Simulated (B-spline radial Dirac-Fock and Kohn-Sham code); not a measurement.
# Tb²⁺: non-radiative channels of the 4d3/2 vacancy

System: the Tb²⁺ ion, [Xe] 4f9.

Model: independent-particle radiative and Coulomb Auger rates from relativistic LDA hole-state orbitals, with Dirac-Fock energies. Program: a radial atomic solver. Kinetic energies are configuration averages from the vacuum level; the two-hole energies are estimated from single-hole states.

```tsv
transition	kinetic energy (eV)	width (meV)	share (%)
N4-N6O1	70.73	273	8.7
N4-N7O1	71.58	28.5	0.9
N4-O2O3	76.17	15.6	0.5
N4-N6O2	95.45	214	6.9
N4-N7O2	96.21	74.1	2.4
N4-N6O3	100.3	350	11.2
N4-N7O3	101.1	26.8	0.9
N4-N6N6	116.5	506	16.2
N4-N6N7	117.4	1570	50.1
N4-N7N7	118.3	19.4	0.6
```

Coster-Kronig rates are the weakest part of this model and often come out 1.5 to 2.5 times too large. Super-Coster-Kronig decay this fast strains the one-particle picture, and such widths tend to come out too large. The listed channels hold 98 % of the non-radiative rate. Summed by principal shells, of 3.12 eV in all: NNN 67.0 %, NNO 30.9 %, NOO 2.1 %.

Values without a named source are computed, but for edge energies of neutral atoms, which are taken from tables.
